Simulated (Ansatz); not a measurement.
A CCSD(T) single point on CH2FGaO.

```yaml
crystal:
  periodic: [false, false, false]
  atoms:
    - {symbol: F, position_ang: [0.185902, -1.883891, 0.584214]}
    - {symbol: Ga, position_ang: [-1.563345, -1.720217, 0.104123]}
    - {symbol: C, position_ang: [0.375193, 0.886449, -0.179046]}
    - {symbol: O, position_ang: [-0.789814, 0.674977, -0.404966]}
    - {symbol: H, position_ang: [1.028903, 0.092126, 0.214536]}
    - {symbol: H, position_ang: [0.805160, 1.886455, -0.364960]}
basis:
  gaussian: {orbitals: def2-SVP}
correlation: {method: ccsd_t}
```

```sh
$ ansatz run in.yaml --threads 2 --pin off --events-out ev --progress --plain --max-ram 4352MiB
```

Output of Ansatz, abridged:

```
Functional definition: HF
826 factors; integrals over basis functions are off by at most 1.2e-3 eV
mean field evaluation 1: about -58125.4997 eV, gradient 4.1e1 eV
mean field evaluation 2: about -58125.5523 eV, gradient 4.1e1 eV
mean field evaluation 4: about -58128.9917 eV, gradient 2.5e0 eV
mean field evaluation 8: about -58129.0267 eV, gradient 1.6e-1 eV
mean field evaluation 16: about -58128.9567 eV, gradient 1.2e0 eV
mean field -58129.02677435 eV, -2136.2023326877 hartree, gradient 3.5e-6 eV, S^2 0.000000; 0 other end points of the search recorded, 0 dependent functions left out
12 core orbitals not correlated: weight in the atoms' cores, before any rotation towards them, 1.000 or more for the frozen orbitals, at most 0.000 for the correlated occupied ones
reference -58129.02677435 eV, -2136.2023326877 hartree; 16, 16 occupied and 56, 56 virtual orbitals, 826 factors
second order -18.97905464 eV of doubles, -0.00000000 eV of singles
cycle   1  -18.53406849 eV  change    4.4e-1 eV  update   1.3e-1
cycle   2  -19.17292906 eV  change   -6.4e-1 eV  update   4.3e-2
cycle   3  -19.33651414 eV  change   -1.6e-1 eV  update   2.4e-2
cycle   4  -19.32183213 eV  change    1.5e-2 eV  update   6.0e-3
cycle   5  -19.31732038 eV  change    4.5e-3 eV  update   2.9e-3
cycle   6  -19.31956370 eV  change   -2.2e-3 eV  update   8.5e-4
cycle   7  -19.31937995 eV  change    1.8e-4 eV  update   3.0e-4
cycle   8  -19.31926630 eV  change    1.1e-4 eV  update   8.7e-5
cycle   9  -19.31928235 eV  change   -1.6e-5 eV  update   3.8e-5
perturbative correction -0.54763389 eV, -0.0201251742 hartree
Total energy: -58148.89369058 eV, -2136.9324283931 hartree
```

Hardware: 2 threads of an Arm Neoverse V2 on a shared host. Wall time 2.8 s, peak host memory 0.26 GiB.

MP2 recovers 95.5 % of the CCSD(T) correlation energy and the triples give 2.8 %; T1 = 0.0165.
